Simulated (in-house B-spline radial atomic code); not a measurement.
# Hg45+: [Ar] (3d3/2)4 (3d5/2)5 4s2 4p6 (with a hole in an inner shell)

Computed with an all-electron radial atomic-structure program (B-spline basis): Dirac-Hartree-Fock, average of the jj configuration, Fermi nucleus of rms radius 5.4648 fm.

Z_r = [3n² - l(l+1)]/(2<r>); Z_e = n√(-2ε); the last column is Slater's effective charge. Values are occupation-weighted means over j. An effective charge above Z reflects the relativistic contraction of the inner shells.

```
shell  electrons   ε (eV)  <r> (bohr)    Z_r    Z_e  Slater
   1s          2   -85972     0.01659  90.41  79.49   79.70
   2s          2   -17285     0.06912  86.81  71.29   75.85
   2p          6   -15349     0.06263  79.83  67.17   75.85
   3s          2  -5815.7      0.1766  76.45  62.02   68.75
   3p          6  -5234.2      0.1766  70.76  58.84   68.75
   3d          9  -4591.8      0.1602  65.53  55.11   59.20
   4s          2    -2712      0.3566  67.31  56.47   53.10
   4p          6    -2483      0.3669  62.69  54.04   53.10
```

The least bound orbital is 4p3/2 at -2434 eV, and it is also the most diffuse (<r> = 0.374 bohr). The part-filled 3d shell lies below the filled 4p shell in orbital energy.

For the 1s electron the small component carries 9.25 % of the norm, the zero-frequency Breit interaction raises the level by 317.6 eV, self-energy by 203 eV, and vacuum polarisation lowers it by 42.02 eV.

The density falls to 0.001 bohr⁻³ at 0.9433 bohr; Σ<r²> = 1.7996 bohr² gives, by the non-relativistic formula and without the paramagnetism of open shells, a Langevin diamagnetic susceptibility of -1.425×10⁻⁶ cm³/mol.
